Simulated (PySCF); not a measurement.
Job file and geometry (Å, from GFN2-xTB) of an NMR shielding run on SMILES Bc1cc([SiH3])oc1B(C)C, C6H12B2OSi, GIAO PBE0/pcSseg-1 NMR shielding, non-relativistic, gas phase (PySCF 2.14.0, density-fitted response routines); density fitting, a coarse starting grid and PySCF grid level 2 are the driver's defaults:

```
$ OMP_NUM_THREADS=1 python probes_run.py task.json out

{"job": {"kind": "nmr", "xc": "PBE0", "basis": "pcSseg-1"}, "charge": 0, "multiplicity": 1}
B      0.346092     2.722450     0.145167
C      0.692397     1.235313     0.060734
C      2.006696     0.697058     0.159837
C      1.906236    -0.667204     0.145121
Si     3.153137    -2.062531     0.210054
O      0.602941    -1.007887     0.039215
C     -0.147681     0.116612    -0.020182
B     -1.678517    -0.046243    -0.177536
C     -2.538372     0.995524    -0.985569
C     -2.341851    -1.334946     0.447031
H      1.186054     3.513921    -0.051356
H     -0.723445     3.079321     0.452461
H      2.915213     1.259260     0.248261
H      4.478906    -1.462521     0.354254
H      3.070316    -2.841626    -1.028053
H      2.845446    -2.923038     1.354652
H     -2.077235     1.974579    -1.070753
H     -2.662444     0.621632    -2.003088
H     -3.542878     1.115557    -0.585563
H     -3.325886    -1.562511     0.045250
H     -2.464763    -1.188327     1.521289
H     -1.710775    -2.215009     0.337138
```

Question: Write the output of this run.

Answer: 
```
coarse grid: 18840 points
cycle   1  E = -649.5000220346  dE =  1.244e+00  |g| = 5.558e-01  |ddm| = 4.235e+00
cycle   2  E = -649.4870786412  dE =  1.294e-02  |g| = 6.249e-01  |ddm| = 9.901e-01
cycle   3  E = -649.5751395384  dE = -8.806e-02  |g| = 8.643e-02  |ddm| = 5.025e-01
cycle   4  E = -649.5763590875  dE = -1.220e-03  |g| = 3.829e-02  |ddm| = 7.665e-02
cycle   5  E = -649.5766482351  dE = -2.891e-04  |g| = 8.378e-03  |ddm| = 3.089e-02
cycle   6  E = -649.5766566255  dE = -8.390e-06  |g| = 5.500e-03  |ddm| = 1.196e-02
cycle   7  E = -649.5766640857  dE = -7.460e-06  |g| = 8.071e-04  |ddm| = 5.678e-03
final grid: 177264 points
cycle   8  E = -649.6402609649  dE = -4.830e-05  |g| = 1.187e-02  |ddm| = 4.288e-02
cycle   9  E = -649.6402267736  dE =  3.419e-05  |g| = 1.814e-02  |ddm| = 1.968e-02
cycle  10  E = -649.6402884312  dE = -6.166e-05  |g| = 2.965e-03  |ddm| = 1.268e-02
cycle  11  E = -649.6402904078  dE = -1.977e-06  |g| = 4.115e-04  |ddm| = 2.831e-03
cycle  12  E = -649.6402904441  dE = -3.625e-08  |g| = 1.913e-04  |ddm| = 5.331e-04
cycle  13  E = -649.6402904535  dE = -9.470e-09  |g| = 3.930e-05  |ddm| = 2.113e-04
cycle  14  E = -649.6402904539  dE = -3.542e-10  |g| = 1.314e-05  |ddm| = 4.655e-05
converged SCF energy = -649.6402904539

GIAO shielding tensors (ppm)
atom      isotropic    diamagn.    paramagn.     s11        s22        s33       span
  0 B       30.817     194.915    -164.098    -22.502    -17.153    132.106    154.608
  1 C       38.736     256.775    -218.039    -37.267    -10.761    164.238    201.505
  2 C       45.163     257.776    -212.613    -55.415     53.903    137.002    192.418
  3 C       27.819     256.279    -228.460    -51.157     28.426    106.186    157.343
  4 Si     435.900     880.708    -444.808    416.945    429.152    461.603     44.659
  5 O      -24.893     402.269    -427.162   -170.509   -131.463    227.292    397.801
  6 C       -5.386     256.926    -262.312    -94.346    -16.693     94.881    189.227
  7 B       26.348     189.214    -162.866    -50.289      9.994    119.341    169.630
  8 C      166.054     254.035     -87.982    146.779    163.652    187.730     40.951
  9 C      173.234     253.709     -80.476    151.971    179.263    188.466     36.494
 10 H       24.276      30.832      -6.555     19.077     25.956     27.796      8.719
 11 H       24.186      31.868      -7.683     17.979     25.590     28.988     11.009
 12 H       24.178      34.713     -10.535     22.240     22.954     27.339      5.100
 13 H       27.297      28.067      -0.771     23.461     26.308     32.121      8.660
 14 H       27.120      28.457      -1.338     23.764     25.504     32.090      8.327
 15 H       27.090      28.479      -1.388     23.548     25.712     32.010      8.462
 16 H       30.392      33.319      -2.927     25.674     29.588     35.914     10.240
 17 H       30.768      30.327       0.441     27.539     28.584     36.182      8.643
 18 H       30.098      29.553       0.545     26.078     29.426     34.790      8.712
 19 H       30.472      29.853       0.619     26.420     29.766     35.231      8.811
 20 H       30.911      31.022      -0.110     27.155     29.129     36.450      9.295
 21 H       29.932      32.993      -3.061     24.402     29.774     35.621     11.219
```

Size and cost of the density-fitted run: 237 basis functions, 2.3 min wall time on 1 thread of an Arm Neoverse N1, shared host; peak memory 1.1 GiB.
